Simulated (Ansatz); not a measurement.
CH5GaOSi. Total charge 0; spin multiplicity 1. The bonds changed during the relaxation, so this is another structure than the one it started from. All single points use the PBE0-D4/def2-TZVP geometry.

```xyz
9

C    -0.500   -0.149    0.690
O    -0.941   -1.263   -0.028
Ga   -1.343   -2.602   -1.147
Si    0.788    0.804   -0.314
H    -1.343    0.512    0.933
H    -0.065   -0.458    1.651
H     0.185    1.244   -1.601
H     1.941   -0.087   -0.613
H     1.277    2.000    0.428
```

(1) What is the dipole moment at B3LYP/def2-TZVPP? (An estimate is asked.)

(2) And with PBE, r2SCAN, ωB97M-V? (Best estimate.)

(3) Give the Mulliken charges with B3LYP, PBE, r2SCAN in def2-TZVPP. (Best estimate.)

Results:

(1) The calculation gave: 0.59 D, with components (-0.40, -0.40, 0.15) D in this frame, pointing from negative to positive charge.

(2) Ansatz gave: PBE 0.57 D, r2SCAN 0.52 D, ωB97M-V 0.59 D.

(3) Computed: 
```
atom  B3LYP    PBE  r2SCAN
  C1  -0.04  -0.06    0.00
  O2  -0.37  -0.28   -0.38
 Ga3   0.21   0.16    0.23
 Si4   0.26   0.19    0.28
  H5   0.08   0.09    0.05
  H6   0.08   0.09    0.05
  H7  -0.07  -0.06   -0.08
  H8  -0.07  -0.06   -0.08
  H9  -0.08  -0.06   -0.08
```

B3LYP here is the variant with VWN-RPA as its local correlation; programs differ in this.
